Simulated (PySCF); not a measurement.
A GIAO shielding run with PySCF 2.14 (density fitting, non-relativistic, gas phase) on `CC[Si]1(C(Cl)Cl)CSC1`, C$_{5}$H$_{10}$Cl$_{2}$SSi:

```
$ OMP_NUM_THREADS=1 python probes_run.py task.json out

{"job": {"kind": "nmr", "xc": "PBE0", "basis": "pcSseg-1"}, "charge": 0, "multiplicity": 1}
C      2.405529     0.162880     0.253145
C      1.192230    -0.537825     0.861981
Si    -0.451189    -0.080313     0.025936
C     -0.827526     1.812875     0.114753
Cl    -0.551860     2.381610     1.775093
Cl     0.235379     2.690233    -1.009168
C     -0.782626    -0.758515    -1.732467
S     -2.181581    -1.806239    -1.151038
C     -1.976827    -1.115825     0.541691
H      2.493027    -0.063630    -0.806361
H      3.317912    -0.160886     0.749239
H      2.322554     1.239617     0.365321
H      1.334236    -1.618139     0.798829
H      1.134932    -0.291374     1.923271
H     -1.847885     2.093943    -0.143866
H     -1.132536    -0.054736    -2.482837
H     -0.012552    -1.385802    -2.171057
H     -2.874362    -0.577223     0.831255
H     -1.806657    -1.921400     1.248819
```

Hardware: 1 thread of an Arm Neoverse V1, shared host. The job also computes population analyses, field gradients, ring-centre shieldings.

**Question.** How large is the calculation?

**Answer.** 104 electrons, 231 basis functions and 1291 auxiliary functions.

**Question.** How long does it take, and how much memory does it need?

**Answer.** 66 s of wall time, with 14 SCF cycles and 5 response iterations; peak memory 1.1 GiB. Times on a shared host scatter by some tens of per cent.
